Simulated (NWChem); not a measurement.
Program: NWChem. System: HFGe, charge 0, spin multiplicity 1, at a geometry optimised with PBE/def2-SVP. The structure started from a generated list of species. Level: G0W0@PBE/def2-TZVP, RI basis def2-tzvp-rifit.

Input file:

```
start mol
memory heap 200 mb stack 700 mb global 1700 mb
geometry units angstroms nocenter noautoz
  Ge    -0.284611     0.250427     0.000000
  H      0.807917     1.465894     0.000000
  F      0.922182    -1.053286     0.000000
  symmetry group Cs
end
basis spherical
  * library def2-tzvp
end
basis "ri basis" bse spherical
  * library def2-tzvp-rifit
end
dft
  xc xpbe96 cpbe96
  iterations 100
  direct
  tolerances tight
end
task dft energy
gw
  states alpha occ 4 vir 2
end
task dft gw
```

Output (cleaned and shortened):

```
             Northwest Computational Chemistry Package (NWChem) 7.3.0
             --------------------------------------------------------

                                NWChem Input Module
                                -------------------

 Scaling coordinates for geometry "geometry" by  1.889725989
 (inverse scale =  0.529177249)

 Turning off AUTOSYM since
 SYMMETRY directive was detected!

                             Geometry "geometry" -> ""
                             -------------------------

 Output coordinates in angstroms (scale by  1.889725989 to convert to a.u.)

  No.       Tag          Charge          X              Y              Z
 ---- ---------------- ---------- -------------- -------------- --------------
    1 Ge                  32.0000    -0.28461100     0.25042700     0.00000000
    2 H                    1.0000     0.80791700     1.46589400     0.00000000
    3 F                    9.0000     0.92218200    -1.05328600     0.00000000

 Effective nuclear repulsion energy (a.u.)      98.0374303323

            Nuclear Dipole moment (a.u.)
            ----------------------------
        X                 Y               Z
 ---------------- ---------------- ----------------
     0.0000056692    -0.0000302356     0.0000000000

      Symmetry information
      --------------------

 Group name             Cs
 Group number              2
 Group order               2
 No. of unique centers     3

      Symmetry unique atoms

     1    2    3


 Summary of "ao basis" -> "" (spherical)
 ------------------------------------------------------------------------------
       Tag                 Description            Shells   Functions and Types
 ---------------- ------------------------------  ------  ---------------------
 *                         def2-tzvp                  on all atoms

 new library libraries.bse/

 Summary of "ri basis" -> "" (spherical)
 ------------------------------------------------------------------------------
       Tag                 Description            Shells   Functions and Types
 ---------------- ------------------------------  ------  ---------------------
 *                      def2-tzvp-rifit               on all atoms

  pbe96 is a nonlocal functional; adding pw91lda local functional.

                                 NWChem DFT Module
                                 -----------------

 Summary of "ao basis" -> "ao basis" (spherical)
 ------------------------------------------------------------------------------
       Tag                 Description            Shells   Functions and Types
 ---------------- ------------------------------  ------  ---------------------
 Ge                        def2-tzvp                16       48   6s5p4d1f
 H                         def2-tzvp                 4        6   3s1p
 F                         def2-tzvp                11       31   5s3p2d1f

 Summary of "ao basis" -> "ao basis" (spherical)
 ------------------------------------------------------------------------------
       Tag                 Description            Shells   Functions and Types
 ---------------- ------------------------------  ------  ---------------------
 Ge                        def2-tzvp                16       48   6s5p4d1f
 H                         def2-tzvp                 4        6   3s1p
 F                         def2-tzvp                11       31   5s3p2d1f

      Symmetry analysis of basis
      --------------------------

        a'         58
        a"         27

            General Information
            -------------------
          SCF calculation type: DFT
          Wavefunction type:  closed shell.
          No. of atoms     :     3
          No. of electrons :    42
           Alpha electrons :    21
            Beta electrons :    21
          Charge           :     0
          Spin multiplicity:     1
          Use of symmetry is: on ; symmetry adaption is: on
          Maximum number of iterations: 100
          This is a Direct SCF calculation.
          AO basis - number of functions:    85
                     number of shells:    31
          Convergence on energy requested:  1.00D-06
          Convergence on density requested:  1.00D-05
          Convergence on gradient requested:  5.00D-04

              XC Information
              --------------
          PerdewBurkeErnzerhof Exchange Functional  1.000
            Perdew 1991 LDA Correlation Functional  1.000 local
           PerdewBurkeErnz. Correlation Functional  1.000 non-local

             Grid Information
             ----------------
          Grid used for XC integration:  medium
          Radial quadrature: Mura-Knowles
          Angular quadrature: Lebedev.
          Tag              B.-S. Rad. Rad. Pts. Rad. Cut. Ang. Pts.
          ---              ---------- --------- --------- ---------
          Ge                  1.25      112           8.0       590
          H                   0.35       45           8.0       434
          F                   0.50       49           8.0       434
          Grid pruning is: on
          Number of quadrature shells:   206
          Spatial weights used:  Erf1

          Convergence Information
          -----------------------
          Convergence aids based upon iterative change in
          total energy or number of iterations.
          Levelshifting, if invoked, occurs when the
          HOMO/LUMO gap drops below (HL_TOL):  1.00D-02
          DIIS, if invoked, will attempt to extrapolate
          using up to (NFOCK): 10 stored Fock matrices.

                    Damping( 0%)  Levelshifting(0.5)       DIIS
[...]
      ------------------------------

 Total energy =   -2175.152960
 1-e energy   =   -3230.346842
 2-e energy   =     957.156452
 HOMO         =      -0.244235
 LUMO         =      -0.060785

      Symmetry analysis of molecular orbitals - initial
      -------------------------------------------------

  Numbering of irreducible representations:

     1 a'          2 a"

  Orbital symmetries:

     1 a'          2 a'          3 a'          4 a'          5 a"
     6 a'          7 a'          8 a'          9 a'         10 a"
    11 a'         12 a'         13 a'         14 a"         15 a"
    16 a'         17 a'         18 a'         19 a"         20 a'
    21 a'         22 a"         23 a'         24 a'         25 a'
    26 a"         27 a'         28 a"         29 a'         30 a'
    31 a"

   convergence    iter        energy       DeltaE   RMS-Dens  Diis-err    time
 ---------------- ----- ----------------- --------- --------- ---------  ------
 d= 0,ls=0.0,diis     1  -2176.9947128520 -2.28D+03  2.05D-02  1.13D+00     3.8
 d= 0,ls=0.0,diis     2  -2175.6640856289  1.33D+00  1.60D-02  1.39D+01     5.9
 d= 0,ls=0.0,diis     3  -2177.0804068161 -1.42D+00  2.52D-03  9.84D-02     7.9
 d= 0,ls=0.0,diis     4  -2177.0844315633 -4.02D-03  8.64D-04  3.80D-02     9.9
 d= 0,ls=0.0,diis     5  -2177.0860303077 -1.60D-03  2.06D-04  7.07D-04    11.9
 d= 0,ls=0.0,diis     6  -2177.0860762589 -4.60D-05  6.00D-05  3.19D-05    13.9
 d= 0,ls=0.0,diis     7  -2177.0860793266 -3.07D-06  2.54D-05  3.59D-06    15.9
 d= 0,ls=0.0,diis     8  -2177.0860799452 -6.19D-07  3.82D-06  9.52D-08    17.9

         Total DFT energy =    -2177.086079945188
      One electron energy =    -3229.582243919360
           Coulomb energy =     1043.870971635072
    Exchange-Corr. energy =      -89.412237993205
 Nuclear repulsion energy =       98.037430332305

 Numeric. integr. density =       42.000009214674

     Total iterative time =     16.3s

                  Occupations of the irreducible representations
                  ----------------------------------------------

                     irrep           alpha         beta
                     --------     --------     --------
                     a'               16.0         16.0
                     a"                5.0          5.0

                       DFT Final Molecular Orbital Analysis
                       ------------------------------------

 Vector   19  Occ=2.000000D+00  E=-3.510191D-01  Symmetry=a"
              MO Center=  8.5D-01, -9.7D-01,  2.0D-14, r^2= 7.0D-01
   Bfn.  Coefficient  Atom+Function         Bfn.  Coefficient  Atom+Function
  ----- ------------  ---------------      ----- ------------  ---------------
    62      0.479749  3 F  pz                65      0.384570  3 F  pz
    68      0.264715  3 F  pz                18      0.124859  1 Ge pz
    21      0.090029  1 Ge pz                12     -0.058056  1 Ge pz
    23      0.036566  1 Ge d -1              25      0.035533  1 Ge d  1

 Vector   20  Occ=2.000000D+00  E=-3.375397D-01  Symmetry=a'
              MO Center=  5.7D-01, -6.9D-01, -1.8D-14, r^2= 1.6D+00
   Bfn.  Coefficient  Atom+Function         Bfn.  Coefficient  Atom+Function
  ----- ------------  ---------------      ----- ------------  ---------------
    61      0.431776  3 F  py                64      0.342444  3 F  py
    67      0.239934  3 F  py                 5     -0.218270  1 Ge s
     6     -0.218533  1 Ge s                 16      0.132798  1 Ge px
    60      0.114974  3 F  px                 4      0.104302  1 Ge s
    17     -0.095371  1 Ge py                63      0.094720  3 F  px

 Vector   21  Occ=2.000000D+00  E=-2.242689D-01  Symmetry=a'
              MO Center= -1.1D-01,  4.4D-01, -8.0D-16, r^2= 2.7D+00
   Bfn.  Coefficient  Atom+Function         Bfn.  Coefficient  Atom+Function
  ----- ------------  ---------------      ----- ------------  ---------------
     6      0.395460  1 Ge s                 16     -0.309822  1 Ge px
     5      0.288630  1 Ge s                 50     -0.252527  2 H  s
    19     -0.234498  1 Ge px                51     -0.216406  2 H  s
    60      0.186046  3 F  px                63      0.145269  3 F  px
    10      0.142953  1 Ge px                49     -0.140597  2 H  s

 Vector   22  Occ=0.000000D+00  E=-1.359302D-01  Symmetry=a"
              MO Center= -2.7D-01,  2.8D-01, -4.0D-15, r^2= 2.6D+00
   Bfn.  Coefficient  Atom+Function         Bfn.  Coefficient  Atom+Function
  ----- ------------  ---------------      ----- ------------  ---------------
    21      0.608241  1 Ge pz                18      0.512844  1 Ge pz
    12     -0.222310  1 Ge pz                62     -0.159428  3 F  pz
    68     -0.129550  3 F  pz                65     -0.121183  3 F  pz
     9      0.084969  1 Ge pz                15     -0.047035  1 Ge pz
    38      0.047167  1 Ge d -1

 Vector   23  Occ=0.000000D+00  E=-3.493774D-02  Symmetry=a'
              MO Center= -3.3D-01,  2.9D-01, -4.8D-15, r^2= 3.4D+00
   Bfn.  Coefficient  Atom+Function         Bfn.  Coefficient  Atom+Function
  ----- ------------  ---------------      ----- ------------  ---------------
    20      0.804193  1 Ge py                19     -0.392102  1 Ge px
    59      0.378498  3 F  s                 17      0.338389  1 Ge py
    51     -0.215661  2 H  s                 16     -0.180253  1 Ge px
     6     -0.150494  1 Ge s                 11     -0.148040  1 Ge py
    66     -0.145855  3 F  px                67      0.133192  3 F  py

 Vector   24  Occ=0.000000D+00  E= 2.347921D-02  Symmetry=a'
              MO Center=  2.8D-02,  7.2D-01, -4.5D-16, r^2= 4.3D+00
   Bfn.  Coefficient  Atom+Function         Bfn.  Coefficient  Atom+Function
  ----- ------------  ---------------      ----- ------------  ---------------
    51      1.545454  2 H  s                 19     -0.987183  1 Ge px
     6     -0.863665  1 Ge s                 20     -0.668050  1 Ge py
     5     -0.345374  1 Ge s                 16     -0.254932  1 Ge px
    17     -0.186465  1 Ge py                 4      0.142209  1 Ge s
    59      0.142755  3 F  s                 67      0.139968  3 F  py

 center of mass
 --------------
 x =  -0.05441675 y =  -0.00042943 z =   0.00000000

 moments of inertia (a.u.)
 ------------------
          99.556313294757          80.453611554462           0.000000000000
          80.453611554462          81.150615683148           0.000000000000
           0.000000000000           0.000000000000         180.706928977905

     Multipole analysis of the density
     ---------------------------------

     L   x y z        total         alpha         beta         nuclear
     -   - - -        -----         -----         ----         -------
     0   0 0 0     -0.000000    -21.000000    -21.000000     42.000000

     1   1 0 0     -0.535808     -0.267907     -0.267907      0.000006
     1   0 1 0      0.466631      0.233330      0.233330     -0.000030
     1   0 0 1     -0.000000     -0.000000     -0.000000      0.000000

     2   2 0 0    -18.897569    -28.908614    -28.908614     38.919659
     2   1 1 0      0.115393     17.624385     17.624385    -35.133376
     2   1 0 1      0.000000      0.000000      0.000000      0.000000
     2   0 2 0    -18.448530    -34.472378    -34.472378     50.496226
     2   0 1 1     -0.000000     -0.000000     -0.000000      0.000000
     2   0 0 2    -14.854934     -7.427467     -7.427467      0.000000

 Task  times  cpu:       17.9s     wall:       17.9s

                                NWChem Input Module
                                -------------------

                                 NWChem GW Module
                                 ----------------

                             ***********************
                             ***        GW       ***
                             ***********************

 Summary of "ri basis" -> "ri basis" (spherical)
 ------------------------------------------------------------------------------
       Tag                 Description            Shells   Functions and Types
 ---------------- ------------------------------  ------  ---------------------
 Ge                     def2-tzvp-rifit             37      159   10s9p8d5f4g1h
 H                      def2-tzvp-rifit              7       15   4s2p1d
 F                      def2-tzvp-rifit             22       76   8s6p4d3f1g

                 Memory Information
                 ------------------
          Available GA per process is          1699.9 MBs
          Available stack per process is        700.0 MBs
          Available heap per process is           0.0 MBs

          Peak memory in Initialization
              Peak GA per process is                  4.2 MBs
              Peak stack per process is               0.1 MBs
              Peak heap per process is                4.6 MBs
              Memory not in MA per process            0.0 MBs

          Peak memory in AFF Calculation
              Peak GA per process is                 20.0 MBs
              Peak stack per process is              13.8 MBs
              Peak heap per process is                0.0 MBs
              Memory not in MA per process           13.8 MBs

          Computing 2-center integrals
          Computing Inverse Cholesky factor
          Computing 3-center integrals
          Computing V_xc ...

          Computing Sigma_x
          Computing RPA polarizability
          Solving quasiparticle equations

                  Alpha Orbitals
          State     Energy (eV)     Error (eV)
          -----------------------------------
@GW        18        -13.332           0.004
@GW        19        -12.804           0.002
@GW        20        -12.563           0.002
@GW        21         -9.451           0.002
@GW        22         -0.542           0.002
@GW        23          2.079           0.002

   Applying  -3.3488 eV scissor-shift to rest of particle states

   Applying   3.1573 eV scissor-shift to rest of hole states

     GW Timing Statistics
   ------------------------
   Init.   :          0.2s
     ERIs  :          1.0s
     Distr.:          0.0s
     Vxc   :          0.2s
   Sigma_x :          0.0s
   RPA     :          1.0s
   Wmn     :          0.0s
   Sigma_c :          0.0s
   GW total:          2.6s

 Task  times  cpu:        2.6s     wall:        2.6s

 Total times  cpu:       20.5s     wall:       20.5s
```
